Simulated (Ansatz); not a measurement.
C$_{2}$H$_{5}$GaOS (`C1C[S][GaH][O]1`), relaxed with RKS PBE0-D4/def2-TZVP in Ansatz 0.2.0 from a GFN2-xTB geometry. The force threshold is 0.005 eV/Å; the program also tests the step.

Charge 0, multiplicity 1.

Start:

```xyz
10

C     0.515    0.747    0.434
C     0.712   -0.777    0.459
S     0.066   -1.587   -1.066
Ga   -1.525   -0.018   -1.152
O    -0.771    1.118    0.001
H     0.659    1.123    1.454
H     1.271    1.202   -0.218
H     1.769   -1.026    0.523
H     0.181   -1.213    1.306
H    -2.878    0.432   -1.741
```

```csv
step,energy (eV),largest force (eV/Å),largest move (Å)
1,-67404.0474,0.544,0.000
2,-67404.1091,0.220,0.104
3,-67404.1210,0.110,0.090
4,-67404.1221,0.060,0.023
5,-67404.1225,0.015,0.008
6,-67404.1225,0.008,0.002
7,-67404.1225,0.001,0.001
```

End:

```xyz
10

C     0.512    0.742    0.454
C     0.696   -0.771    0.455
S    -0.024   -1.549   -1.046
Ga   -1.517    0.045   -1.114
O    -0.796    1.138    0.122
H     0.746    1.120    1.456
H     1.231    1.189   -0.247
H     1.758   -1.024    0.476
H     0.215   -1.221    1.326
H    -2.822    0.332   -1.883
```

Hardware: 4 threads of an Arm Neoverse V1 on a shared host. Wall time 36 s, peak host memory 0.66 GiB.
